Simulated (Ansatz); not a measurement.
Basis-set extrapolation for FH₅OSSi₂ (`O[SiH2]S[SiH2]F`) (PBE0-D4/def2-TZVP geometry, frozen core, the Gaussian-basis code of Ansatz). Multiplicity 1, RHF reference.

```tsv
	def2-TZVPP	def2-QZVPP
HF	-1152.903604	-1152.942067
MP2 correlation	-0.909801	-0.989976
CCSD(T) correlation	-0.988660	not run
```

Energies in hartree. Use E(X) = E(∞) + A·exp(−7.88·√X) for Hartree–Fock and E(X) = E(∞) + B·X^(−2.97) for correlation, with X = 3 and 4, and add CCSD(T) minus MP2 of the smaller set to the MP2 limit.

Q: What is the CCSD(T) energy at the basis-set limit?

A: HF limit: -1152.942067 + (-0.038463) × 0.13774 = -1152.94736. MP2 limit: -0.989976 + (-0.080175) × 0.74074 = -1.04936. Higher-order term: -0.988660 − (-0.909801) = -0.07886. Total: -1154.07558 hartree, 4.99 eV below CCSD(T)/def2-TZVPP.
